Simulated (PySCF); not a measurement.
Al(AsH2)(F)2 (AlAsF₂H₂), SMILES [F][Al]([F])[AsH2].

Geometry optimised at PBE0-D3(BJ)/def2-SVP.

Level of theory: IEF-PCM-ωB97X/def2-SVP in PySCF.

The values are the electrostatic part of the solvation free energy, E(continuum) − E(gas) at the gas-phase geometry, in a cavity of scaled van der Waals radii (PySCF's table); cavitation and dispersion terms are not included. A continuum can't describe solvent molecules that bind to the metal. In vacuum the orbital gap is 11.35 eV. The dipole moment in vacuum is 1.65 D.

| solvent | ε | ΔG(elec) (kcal/mol) | dipole (D) | gap (eV) |
|---|---|---|---|---|
| water | 78.36 | -8.0 | 1.66 | 11.43 |
| n-hexane | 1.88 | -2.9 | 1.69 | 11.36 |
| methanol | 32.61 | -7.8 | 1.66 | 11.43 |
